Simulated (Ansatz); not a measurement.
Program: Ansatz 0.2.0.

Basis-set series for `B1C[SiH2][SiH2]1`. Total charge 0; spin multiplicity 1. The structure was optimised at the PBE0-D4/def2-TZVP level.

```json
{"functional": "PBE0-D4", "basis": "def2-SVP", "functions": "99", "energy (Eh)": "-645.55634", "HOMO (eV)": "-6.91", "LUMO (eV)": "-1.20"}
{"functional": "PBE0-D4", "basis": "def2-TZVPP", "functions": "244", "energy (Eh)": "-645.82856", "HOMO (eV)": "-6.88", "LUMO (eV)": "-1.29"}
{"functional": "ωB97M-V", "basis": "def2-SVP", "functions": "99", "energy (Eh)": "-645.77939", "HOMO (eV)": "-8.84", "LUMO (eV)": "0.77"}
{"functional": "ωB97M-V", "basis": "def2-TZVPP", "functions": "244", "energy (Eh)": "-646.05777", "HOMO (eV)": "-8.84", "LUMO (eV)": "0.60"}
```

Q: Give the rows for def2-QZVPP. (Best estimate.)

A: The calculation gave: 
```json
{"functional": "PBE0-D4", "basis": "def2-QZVPP", "functions": "464", "energy (Eh)": "-645.85172", "HOMO (eV)": "-6.88", "LUMO (eV)": "-1.31"}
{"functional": "ωB97M-V", "basis": "def2-QZVPP", "functions": "464", "energy (Eh)": "-646.07943", "HOMO (eV)": "-8.84", "LUMO (eV)": "0.51"}
```

Positive LUMOs are unbound and depend on the basis.
